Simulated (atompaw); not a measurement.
## Reading a pseudo-wave (argon)

Columns: radius, all-electron u(r) and pseudo u(r) of the 3p shell (level -10.27 eV) of argon in the configuration [Ne] 3s2 3p6; PBE, scalar-relativistic, PAW (atompaw) scheme, atompaw 4.2.0.5.

```json
{"r (bohr)": "0.046", "all-electron": "-0.0768", "pseudo": "0.0035"}
{"r (bohr)": "0.092", "all-electron": "-0.2052", "pseudo": "0.0138"}
{"r (bohr)": "0.138", "all-electron": "-0.3108", "pseudo": "0.0308"}
{"r (bohr)": "0.185", "all-electron": "-0.3726", "pseudo": "0.0546"}
{"r (bohr)": "0.231", "all-electron": "-0.3871", "pseudo": "0.0837"}
{"r (bohr)": "0.277", "all-electron": "-0.3631", "pseudo": "0.1178"}
{"r (bohr)": "0.323", "all-electron": "-0.3098", "pseudo": "0.1562"}
{"r (bohr)": "0.369", "all-electron": "-0.2359", "pseudo": "0.1982"}
{"r (bohr)": "0.415", "all-electron": "-0.1491", "pseudo": "0.2428"}
{"r (bohr)": "0.462", "all-electron": "-0.0533", "pseudo": "0.2902"}
{"r (bohr)": "0.508", "all-electron": "0.0426", "pseudo": "0.3376"}
{"r (bohr)": "0.554", "all-electron": "0.1372", "pseudo": "0.3852"}
{"r (bohr)": "0.600", "all-electron": "0.2280", "pseudo": "0.4322"}
{"r (bohr)": "0.646", "all-electron": "0.3134", "pseudo": "0.4780"}
{"r (bohr)": "0.692", "all-electron": "0.3923", "pseudo": "0.5221"}
{"r (bohr)": "0.738", "all-electron": "0.4641", "pseudo": "0.5639"}
{"r (bohr)": "0.785", "all-electron": "0.5300", "pseudo": "0.6040"}
{"r (bohr)": "0.831", "all-electron": "0.5871", "pseudo": "0.6403"}
{"r (bohr)": "0.877", "all-electron": "0.6371", "pseudo": "0.6736"}
{"r (bohr)": "0.923", "all-electron": "0.6801", "pseudo": "0.7036"}
{"r (bohr)": "0.969", "all-electron": "0.7164", "pseudo": "0.7304"}
{"r (bohr)": "1.015", "all-electron": "0.7463", "pseudo": "0.7537"}
{"r (bohr)": "1.062", "all-electron": "0.7708", "pseudo": "0.7740"}
{"r (bohr)": "1.108", "all-electron": "0.7894", "pseudo": "0.7904"}
{"r (bohr)": "1.154", "all-electron": "0.8030", "pseudo": "0.8031"}
{"r (bohr)": "1.200", "all-electron": "0.8121", "pseudo": "0.8121"}
```

**Question.** How many radial nodes do the two functions have?

**Answer.** The all-electron 3p function has n − l − 1 = 1; the pseudo-wave has 0, since the states of the same l below it are removed with the core.

**Question.** Is the pseudo-wave norm-conserving?

**Answer.** No, it belongs to a PAW set: the norm inside the radius is not constrained, and the difference is carried by the augmentation charge.
